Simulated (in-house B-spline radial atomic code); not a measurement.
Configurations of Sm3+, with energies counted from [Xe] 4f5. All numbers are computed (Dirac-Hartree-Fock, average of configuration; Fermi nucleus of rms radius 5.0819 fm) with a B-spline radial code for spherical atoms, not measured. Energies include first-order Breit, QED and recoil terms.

Occupations are held fixed; configurations that lie above the ionisation limit could autoionise.

```
            configuration  E - E(ref) (eV)  highest orbital  its <r> (bohr)
             [Xe] 4f4 6s1           11.837            6s1/2           3.182
             [Xe] 4f4 9s1           32.277            9s1/2           13.21
             [Xe] 4f4 7g1           34.028            7g7/2           15.79
             [Xe] 4f4 9g1           35.789            9g7/2           27.76
[Kr] 4d10 4f5 5s2 5p5 6d1           40.818            6d5/2           5.035
[Kr] 4d10 4f5 5s2 5p5 8d1            49.17            8d5/2           12.49
[Kr] 4d10 4f5 5s2 5p5 9s1           49.228            9s1/2           13.28
[Kr] 4d10 4f5 5s2 5p5 9d1           50.854            9d5/2           17.32
 [Kr] 4d9 4f5 5s2 5p6 6p1           151.63            6p3/2           3.758
 [Kr] 4d9 4f5 5s2 5p6 7s1           158.86            7s1/2            5.79
 [Kr] 4d9 4f5 5s2 5p6 8s1           164.18            8s1/2           9.123
 [Kr] 4d9 4f5 5s2 5p6 9g1            170.5            9g7/2           27.76
```

Q: Order these further configurations by energy, lowest first.
A. [Kr] 4d9 4f5 5s2 5p6 9p1
B. [Kr] 4d10 4f5 5s2 5p5 7g1
C. [Kr] 4d9 4f5 5s2 5p6 6g1
D. [Xe] 4f4 8d1
E. [Kr] 4d9 4f5 5s2 5p6 6s1

A: D (32.206 eV), B (50.945 eV), E (146.5 eV), C (167.13 eV), A (167.62 eV).

Q: How far above the reference does [Xe] 4f4 8p1 lie?

A: 30.556 eV; its least bound orbital is 8p3/2 with <r> = 10.22 bohr.

Q: How far above the reference does [Kr] 4d9 4f6 5s2 5p6 lie?

A: 133.94 eV; its least bound orbital is 4f7/2 with <r> = 0.8712 bohr.

Q: How far above the reference does [Xe] 4f4 8s1 lie?

A: 29.471 eV; its least bound orbital is 8s1/2 with <r> = 9.132 bohr.
